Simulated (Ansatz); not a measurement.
Cartesian coordinates in Å:
```
B -0.9301 0.1304 -1.7985
O -0.9956 0.6943 -0.5545
C -0.2221 0.3842 0.4398
C 0.4662 0.1352 1.3928
S 1.3517 -0.1101 2.7996
H -1.7244 0.5451 -2.5817
H -0.1139 -0.7113 -2.0199
H 2.1682 -1.0677 2.3225
```

The species carries charge 0 and has multiplicity 1.

(1) List the PBE0/def2-TZVPP orbital energies in eV (Ansatz 0.2.0). (An estimate is asked.)

## Answers

(1) Computed: Occupied: -2423.36, -525.20, -280.08, -278.97, -218.64, -185.93, -162.51, -162.41, -162.26, -31.29, -22.78, -20.62, -18.24, -14.37, -13.78, -13.19, -12.65, -11.23, -9.82, -9.55, -7.91, -6.62. Lowest empty: -1.31, -0.04, 1.17, 1.30, 1.72, 1.98, 2.22, 2.75.
